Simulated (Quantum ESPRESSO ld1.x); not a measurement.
Question: The mean radii <r> (bohr) of the occupied orbitals of an atom or ion are listed with their occupations. Calculated with ld1.x of Quantum ESPRESSO 7.5: scalar-relativistic Kohn-Sham, PBEsol, spin-unpolarised, spherical densities, point nucleus.

orbital  occ.      <r>
1s          2  0.03518
2s          2   0.1538
2p          6   0.1340
3s          2   0.4292
3p          6   0.4308
3d         10   0.4154
4s          2    1.108
4p          6    1.239
4d          5    1.889

Name the element and its charge.

Answer: Z = 42, molybdenum, charge +1: Mo+ in [Kr] 4d5. The 1s radius gives Z: for a bare nucleus <r> = (2 gamma + 1)/(2Z) with gamma = sqrt(1 - (Z/c)^2), 0.03457 bohr for Z = 42, and screening makes it slightly larger (0.03518 here). The occupations add up to 41, and the charge is Z minus that.
